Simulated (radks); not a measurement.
Values are calculated unless marked as measured or tabulated.
Eu4+, 59 electrons, occupied as [Xe] 4f4 6s1 (not the ground configuration). Code: a radial shooting solver on a logarithmic mesh with Libxc functionals. Model: scalar-relativistic Kohn-Sham, BP86, spin-polarised, spherical densities, finite nucleus; open shells are filled with parallel spins first (spin-orbit coupling, left out, can overturn this in heavy ions); Fermi nuclear charge, rms radius 5.1115 fm.

Local quantities along the radius. ELF = 1/(1 + alpha^2) is the electron localisation function; alpha = (tau - tau_W)/tau_unif compares the Pauli kinetic energy density with that of the uniform gas (summed over spins). tau is taken from the large components.

r (bohr)	ELF	alpha
0.001941	0.999	0.02670
0.002241	0.999	0.02802
0.002609	0.999	0.02983
0.003014	0.999	0.03205
0.00348	0.999	0.03491
0.004052	0.998	0.03885
0.004679	0.998	0.04375
0.005447	0.997	0.05066
0.006291	0.996	0.05953
0.007324	0.995	0.07249
0.008458	0.992	0.08986
0.009847	0.987	0.1165
0.01137	0.977	0.1541
0.01313	0.957	0.2110
0.01529	0.915	0.3045
0.01766	0.836	0.4424
0.02056	0.695	0.6620
0.02374	0.529	0.9443
0.02764	0.387	1.260
0.03192	0.328	1.432
0.03716	0.353	1.353
0.04291	0.452	1.100
0.04956	0.587	0.8383
0.05769	0.700	0.6547
0.06663	0.744	0.5863
0.07757	0.716	0.6302
0.08958	0.606	0.8068
0.1043	0.436	1.137
0.1204	0.341	1.391
0.1402	0.384	1.266
0.1619	0.539	0.9247
0.187	0.688	0.6733
0.2177	0.749	0.5794
0.2514	0.690	0.6707
0.2927	0.451	1.104
0.338	0.235	1.802
0.3935	0.274	1.629
0.4545	0.533	0.9361
0.5291	0.718	0.6263
0.611	0.727	0.6132
0.7057	0.615	0.7905
0.8215	0.415	1.188
0.9487	0.310	1.494
1.104	0.389	1.254
1.276	0.575	0.8590
1.485	0.679	0.6878
1.715	0.609	0.8019
1.996	0.378	1.283
2.306	0.229	1.835
2.663	0.291	1.562
3.1	0.604	0.8090
3.58	0.866	0.3926
4.168	0.960	0.2040
4.813	0.984	0.1284
5.603	0.992	0.09172
6.471	0.994	0.07673

On this mesh the ELF has minima near r = 0.032, 0.12, 0.34, 0.95, 2.3 bohr, which separate the shells, and maxima near 0.067 (0.74), 0.22 (0.75), 0.61 (0.73), 1.5 (0.68).
